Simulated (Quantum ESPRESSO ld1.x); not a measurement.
Values are calculated unless marked as measured or tabulated.
The gold ion Au69+, configuration [He] 2s2 2p5.5 3s0.5 (fractional occupations, a model configuration). Code: ld1.x of Quantum ESPRESSO 7.5. Model: Dirac Kohn-Sham, LDA (Slater exchange, Gunnarsson-Lundqvist correlation), spin-unpolarised, spherical densities, point nucleus; open shells are shared between the two j in proportion to 2j + 1.

Radial electron density D(r) = 4 pi r^2 rho(r):

```
   r/bohr * D(r) (the largest magnitude, 112, reaches the edge; | marks zero)
 0.001139 |     *
 0.001437 |        *
 0.001812 |           *
 0.002285 |               *
 0.002881 |                    *
 0.003634 |                           *
 0.004583 |                                  *
 0.005779 |                                         *
 0.007289 |                                               *
 0.009192 |                                                    *
  0.01159 |                                                     *
  0.01462 |                                                  *
  0.01844 |                                             *
  0.02325 |                                         *
  0.02932 |                                          *
  0.03698 |                                                *
  0.04663 |                                                      *
  0.05881 |                                                     *
  0.07417 |                                        *
  0.09428 |                      *
   0.1189 |         *
     0.15 |   *
   0.1891 | *
   0.2385 |*
   0.3008 *
   0.3793 *
   0.4783 *
```

D(r) has 2 maxima, at r = 0.0110, 0.0509 bohr, and minima at 0.0254 bohr, inside which lie 2.17 electrons.
